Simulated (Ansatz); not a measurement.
# Two structures, one formula

Two relaxed structures of BSiH3O2, singlet (PBE0-D4/def2-TZVP; forces vanish, vibrations not checked).

A:

```xyz
7
angstrom
O -1.2377 0.4976 -0.9360
Si 2.0808 -0.9220 -0.2756
B -0.4474 0.4822 0.1678
O 0.6144 -0.3505 0.1821
H -1.9769 1.1026 -0.8512
H -0.6794 1.1713 1.1225
H 1.8918 -2.3305 0.3123
```

B:

O1  (-1.093, 0.724, -1.126)
Si2  (-0.031, 0.477, 0.092)
B3  (1.215, -0.935, 0.099)
O4  (0.024, -1.146, 0.700)
H5  (-1.934, 1.133, -0.914)
H6  (-0.326, 1.410, 1.203)
H7  (2.145, -1.663, -0.053)
(Å)

Program: Ansatz 0.2.0. Basis: def2-TZVPP. Cores are frozen in the correlated methods. B3LYP uses VWN-RPA correlation.

Question: Which structure is lower at CCSD(T), and by how much? (To be estimated.)

Answer: By the calculation: A, by 12.01 kcal/mol (electronic energy, against the other). By their contacts, A is BSiH₃O₂ ([OH][BH][O][SiH]) and B is BSiH₃O₂ ([OH][SiH]1[BH][O]1).

All methods give the same order:

| method | E(B) − E(A) (kcal/mol) |
| --- | --- |
| PBE-D4 | 9.40 |
| r2SCAN-D4 | 7.24 |
| PBE0-D4 | 9.75 |
| B3LYP-D4 | 14.49 |
| wB97M-V | 12.87 |
| HF | 19.41 |
| MP2 | 8.67 |
| CCSD | 13.57 |
| CCSD(T) | 12.01 |

The T1 diagnostic stays at or below 0.016. The restricted Hartree–Fock reference is unstable towards an unrestricted one at one or more of these structures.

Labels in which every atom is bracketed show which atoms are joined, not bond orders.

For scale, one of the runs: CCSD(T)/def2-TZVPP, 177 basis functions, launched by `ansatz run in.yaml --threads 2 --pin off --events-out ev --progress --plain --max-ram 4352MiB`. Time: 39 s of wall clock on 2 CPU threads of an Arm Neoverse V2; the host was shared. Peak host memory: 1.6 GiB.
